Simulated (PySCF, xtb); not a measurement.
4-methylidene-2,3-dihydropyrrole (C5H7N), SMILES C1CC(=C)C=N1.

GFN2-xTB (xtb 6.7.1) at its own geometry gives an orbital gap of 3.03 eV and a dipole moment of 2.04 D.

Geometry optimised at PBE0-D3(BJ)/def2-SVP. One conformer was computed; it need not be the lowest.

Task: What does CAM-B3LYP/def2-TZVP (PySCF) give? (Estimate from the structure and the level; the computed values follow.)

Result: gap 8.31 eV (levels -8.32 and -0.01 eV), dipole 2.05 D.
